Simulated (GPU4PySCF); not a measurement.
DNSS (C₂₂H₁₂Se₂), SMILES c1ccc2cc3c(cc2c1)[se]c1c2cc4ccccc4cc2[se]c31.

Coordinates come from a PBE-D3(BJ)/def2-SVP optimisation.

These are PBE-D3(BJ)/def2-SVP (GPU4PySCF) values and carry that method's errors.

Frequencies are harmonic and unscaled.

Computed vibrational spectrum:
| mode | ν (cm⁻¹) | IR (km/mol) | moving atoms (share of kinetic energy) |
|---|---|---|---|
| 1 | 24 | 0.2 | C 66 %, Se 27 % |
| 2 | 65 | 0.0 | C 80 %, H 18 % |
| 3 | 66 | 0.3 | C 67 %, Se 25 % |
| 4 | 80 | 0.0 | C 74 %, H 13 %, Se 13 % |
| 5 | 90 | 0.0 | C 76 %, Se 14 %, H 10 % |
| 6 | 117 | 1.4 | C 66 %, Se 27 % |
| 7 | 152 | 0.0 | Se 50 %, C 45 % |
| 8 | 180 | 0.1 | C 87 %, H 8 % |
| 9 | 234 | 0.0 | C 90 % |
| 10 | 239 | 0.0 | C 81 %, H 17 % |
| 11 | 250 | 0.7 | C 51 %, Se 43 % |
| 12 | 258 | 0.2 | C 83 %, H 13 % |
| 13 | 261 | 0.0 | Se 77 %, C 21 % |
| 14 | 263 | 0.0 | C 90 %, H 9 % |
| 15 | 284 | 1.7 | C 59 %, Se 34 % |
| 16 | 291 | 0.0 | Se 50 %, C 45 % |
| 17 | 341 | 0.6 | C 88 %, H 12 % |
| 18 | 398 | 0.0 | C 75 %, H 25 % |
| 19 | 419 | 5.4 | C 79 %, H 21 % |
| 20 | 469 | 0.4 | C 78 %, H 11 %, Se 11 % |
| 21 | 469 | 0.0 | C 66 %, H 34 % |
| 22 | 470 | 22.7 | C 68 %, H 32 % |
| 23 | 479 | 0.0 | C 83 %, H 12 % |
| 24 | 487 | 7.2 | C 92 % |
| 25 | 508 | 0.0 | C 87 %, H 12 % |
| 26 | 545 | 0.2 | C 79 %, H 21 % |
| 27 | 554 | 0.0 | C 93 % |
| 28 | 567 | 5.3 | C 91 % |
| 29 | 587 | 0.0 | C 87 %, H 13 % |
| 30 | 592 | 0.0 | C 92 % |
| 31 | 620 | 6.4 | C 93 % |
| 32 | 661 | 0.0 | C 92 % |
| 33 | 698 | 3.9 | C 85 %, H 14 % |
| 34 | 711 | 0.0 | C 82 %, H 18 % |
| 35 | 715 | 27.4 | C 93 % |
| 36 | 739 | 54.6 | H 76 %, C 24 % |
| 37 | 740 | 0.0 | H 71 %, C 29 % |
| 38 | 769 | 0.1 | C 64 %, H 36 % |
| 39 | 769 | 0.0 | C 64 %, H 36 % |
| 40 | 773 | 0.0 | C 84 %, H 16 % |
| 41 | 781 | 5.9 | C 85 %, H 13 % |
| 42 | 835 | 0.0 | H 74 %, C 26 % |
| 43 | 835 | 15.5 | C 92 % |
| 44 | 835 | 0.0 | H 74 %, C 26 % |
| 45 | 844 | 0.0 | C 94 % |
| 46 | 866 | 53.1 | H 65 %, C 35 % |
| 47 | 868 | 0.0 | H 65 %, C 35 % |
| 48 | 890 | 0.1 | C 52 %, H 48 % |
| 49 | 890 | 0.0 | C 52 %, H 48 % |
| 50 | 901 | 0.9 | C 88 %, H 12 % |
| 51 | 910 | 0.0 | C 90 %, H 9 % |
| 52 | 947 | 3.8 | H 70 %, C 30 % |
| 53 | 947 | 0.0 | H 70 %, C 30 % |
| 54 | 977 | 0.0 | H 73 %, C 27 % |
| 55 | 977 | 0.0 | H 73 %, C 27 % |
| 56 | 1001 | 4.6 | C 73 %, H 26 % |
| 57 | 1023 | 0.0 | C 57 %, H 43 % |
| 58 | 1023 | 8.9 | C 57 %, H 43 % |
| 59 | 1026 | 0.0 | C 71 %, H 29 % |
| 60 | 1117 | 0.0 | H 68 %, C 32 % |
| 61 | 1118 | 11.4 | H 68 %, C 32 % |
| 62 | 1134 | 1.8 | H 94 % |
| 63 | 1134 | 0.0 | H 94 % |
| 64 | 1180 | 0.0 | H 68 %, C 32 % |
| 65 | 1181 | 4.6 | H 61 %, C 39 % |
| 66 | 1196 | 9.7 | H 68 %, C 32 % |
| 67 | 1199 | 0.0 | H 58 %, C 42 % |
| 68 | 1240 | 7.0 | H 57 %, C 43 % |
| 69 | 1241 | 0.0 | H 57 %, C 43 % |
| 70 | 1278 | 33.5 | C 93 % |
| 71 | 1294 | 0.0 | C 91 %, H 9 % |
| 72 | 1310 | 0.0 | C 70 %, H 30 % |
| 73 | 1333 | 9.1 | C 67 %, H 33 % |
| 74 | 1383 | 0.0 | C 71 %, H 29 % |
| 75 | 1384 | 0.9 | C 65 %, H 35 % |
| 76 | 1413 | 0.0 | C 95 % |
| 77 | 1414 | 3.7 | C 92 % |
| 78 | 1418 | 0.0 | C 81 %, H 19 % |
| 79 | 1431 | 29.6 | C 89 %, H 11 % |
| 80 | 1446 | 0.0 | C 88 %, H 12 % |
| 81 | 1456 | 31.6 | C 86 %, H 14 % |
| 82 | 1485 | 0.0 | C 83 %, H 17 % |
| 83 | 1497 | 4.5 | C 83 %, H 17 % |
| 84 | 1513 | 0.0 | C 94 % |
| 85 | 1574 | 0.0 | C 95 % |
| 86 | 1577 | 2.5 | C 95 % |
| 87 | 1603 | 0.0 | C 94 % |
| 88 | 1608 | 2.7 | C 94 % |
| 89 | 1632 | 0.0 | C 93 % |
| 90 | 1633 | 1.5 | C 93 % |
| 91 | 3106 | 0.8 | H 92 %, C 8 % |
| 92 | 3106 | 0.0 | H 92 %, C 8 % |
| 93 | 3107 | 15.4 | H 92 %, C 8 % |
| 94 | 3107 | 0.0 | H 92 %, C 8 % |
| 95 | 3111 | 0.9 | H 92 %, C 8 % |
| 96 | 3111 | 0.0 | H 92 %, C 8 % |
| 97 | 3115 | 5.8 | H 92 %, C 8 % |
| 98 | 3115 | 0.0 | H 92 %, C 8 % |
| 99 | 3124 | 32.6 | H 91 %, C 9 % |
| 100 | 3124 | 1.4 | H 91 %, C 9 % |
| 101 | 3135 | 49.7 | H 91 %, C 9 % |
| 102 | 3135 | 0.0 | H 91 %, C 9 % |
